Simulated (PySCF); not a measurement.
Spectrum to structure. The calculation used PySCF, TDDFT wB97X-D/def2-SVPD, vertical, gas phase, core orbitals frozen in the response. Geometries: GFN2-xTB, one conformer each.

```csv
state,ν̃ (cm⁻¹),f,"main configurations (H = HOMO, L = LUMO)"
S1,52440,0.019,H→L (94%)
S2,56820,0.0036,"H-1→L (49%), H-1→L+1 (41%)"
S3,60460,0.0097,"H→L+1 (66%), H→L+2 (12%)"
S4,62860,0.0045,"H→L+2 (32%), H-2→L (32%), H→L+3 (16%)"
S5,64330,0.014,"H-2→L (45%), H→L+2 (23%), H→L+1 (9%)"
S6,66180,0.043,"H→L+3 (50%), H→L+4 (14%), H→L+2 (14%)"
S7,67040,0.011,"H-1→L+1 (35%), H-1→L+2 (24%), H-1→L (14%)"
S8,68680,0.0093,"H-2→L+1 (55%), H-2→L+2 (11%)"
```

Triplets computed (Tamm–Dancoff): 6.24, 6.81, 7.34 eV.

Question: Which structure fits? All have the formula C2H9NOSi.
A. `CC[Si@@H](N)O`
B. `N[SiH2]CCO`
C. `CN([SiH2]O)C`

Answer: B. Its S1 lies at 6.50 eV; the nearest of the others has S1 at 6.14 eV. S1 is HOMO→LUMO (94%). Löwdin shares by element: HOMO nitrogen 59%, hydrogen 15% or more, silicon 15%; LUMO silicon 30%, hydrogen 20% or more, nitrogen 11% (atoms not listed hold the other 39%). At the same level the other candidates give, for their lowest levels:
- `CN(C)[SiH2]O`: 6.14 eV (f 0.013); 6.27 eV (f 0.020); 7.34 eV (f 0.023); 7.57 eV (f 0.016); 7.65 eV (f 0.057); T1 5.95 eV; HOMO -8.31, LUMO 1.95 eV
- `CC[Si@@H](N)O`: 6.90 eV (f 0.040); 7.60 eV (f 0.013); 7.89 eV (f 0.024); 8.15 eV (f 0.002); 8.32 eV (f 0.009); T1 6.68 eV; HOMO -9.35, LUMO 1.99 eV

Shape of the structure used: `[NH2:1][SiH2:2][CH2:3][CH2:4][OH:5]`: N1–Si2–C3–C4 -170°, Si2–C3–C4–O5 -64°, H–N1–Si2–C3 -175°, H–N1–Si2–C3 46°, H–O5–C4–C3 58°.
